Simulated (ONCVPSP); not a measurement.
tellurium ONCV: all-electron and pseudo phase curves

ONCVPSP 4.0.1 input, shortened (lines: element, Z, core and valence counts, functional; n l f; lmax; l rc ep ncon nbas qcut; lloc lpopt rc5 dvloc0; l nproj debl; icmod fcfact rcfact), PBE, fully relativistic:

```
  Te 52.00    8    3        4      upf
    1    0    2.00
    2    0    2.00
    2    1    6.00
    3    0    2.00
    3    1    6.00
    3    2   10.00
    4    0    2.00
    4    1    6.00
    4    2   10.00
    5    0    2.00
    5    1    4.00
    2
    0    1.85    0.00    3    6    3.20
    1    2.15    0.00    3    7    4.10
    2    0.85    0.00    4    7   10.20
    2    5    0.85    0.00
    0    2    2.50
    1    2    0.80
    2    0    2.50
    0    0.00    0.00
```

Open shells are filled in proportion to 2j + 1.

The phase is arctan(r·R′/R) of the radial function R(r), unwrapped; energies in Ha, scanned from -3 to 5 Ha. A pole is an energy at which the radial function vanishes at the test radius. The pseudo phase is shifted by a multiple of π to meet the all-electron one at the reference energy, and phase errors are pseudo minus all-electron; the curves can meet again beyond the range given. Levels narrower than the energy grid can be missing from the lists of poles. Where the grid stepped over a known ghost or core level, its pole and its step of π were put in at the level’s energy.

Question: For each channel, where are the poles, and over which energies does the pseudopotential scatter like the atom?

Answer:

```csv
channel,radius (bohr),reference energy (Ha),"poles, all-electron","poles, pseudo",unbroken range about the reference energy with phases within 0.05 rad,phase error 1 Ha above the reference energy (rad)
s,1.87,-0.55,1.83,1.83,below 4.3,-0.000
p3/2,2.19,-0.21,1.51,"-1.24, 1.51",-1.2 to 3.3,+0.000
p1/2,2.19,-0.24,1.34,"-0.82, 1.34",-0.8 to 3.3,+0.000
d5/2,0.86,-1.51,none,none,the whole range,-0.009
d3/2,0.86,-1.56,none,none,the whole range,+0.013
```

Note: ghosts flagged at negative energy: s at -168.4 eV, p3/2 at -34.2 eV, p1/2 at -22.4 eV; GHOST(+) flagged for s at 166.0 eV. A true bound ghost makes a file unfit for plane-wave use. The potential misses its own reference levels by up to 0.9 eV.

Phases in the p3/2 channel:

```tsv
E (Ha)	all-electron	pseudo
-2.98	1.310	4.447
-2.76	1.293	4.430
-2.54	1.272	4.410
-2.32	1.248	4.385
-2.10	1.217	4.355
-1.88	1.178	4.315
-1.66	1.126	4.263
-1.44	1.054	4.188
-1.22	0.948	0.977
-1.00	0.780	0.783
-0.78	0.492	0.493
-0.56	0.024	0.024
-0.34	-0.519	-0.519
-0.12	-0.907	-0.907
0.10	-1.136	-1.136
0.32	-1.275	-1.275
0.54	-1.366	-1.366
0.76	-1.432	-1.432
0.98	-1.482	-1.482
1.20	-1.523	-1.523
1.42	-1.557	-1.558
1.64	-1.589	-1.589
1.86	-1.618	-1.619
2.08	-1.647	-1.649
2.30	-1.678	-1.681
2.52	-1.712	-1.717
2.74	-1.752	-1.760
2.96	-1.801	-1.817
3.18	-1.868	-1.899
3.40	-1.966	-2.035
3.62	-2.127	-2.298
3.84	-2.431	-2.882
4.06	-3.007	-3.686
4.28	-3.673	-4.131
4.50	-4.066	-4.335
4.72	-4.266	-4.445
4.94	-4.381	-4.514
```
